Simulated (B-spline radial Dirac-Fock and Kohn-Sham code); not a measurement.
# What relativity does to the binding energies of Ca⁸⁺

System: the Ca⁸⁺ ion, configuration [Ne] 3s2.

Both columns are ΔSCF binding energies of the configuration average from a B-spline atomic structure program: non-relativistic Hartree-Fock with a point nucleus, and Dirac-Fock with a finite nucleus and the Coulomb interaction alone, averaged over the two j levels with weights 2j+1.

```tsv
shell	Hartree-Fock (eV)	Dirac-Fock (eV)	shift (eV)	shift (%)
1s	4214.1	4235.9	+21.82	+0.52
2s	615.5	619.8	+4.24	+0.69
2p	527.9	528.4	+0.52	+0.10
3s	185.5	186.3	+0.83	+0.45
```

Relativity binds 1s, 2s, 2p, 3s more strongly, among those listed most of all 2s in relative terms.

Values without a named source are computed, but for edge energies of neutral atoms, which are taken from tables.
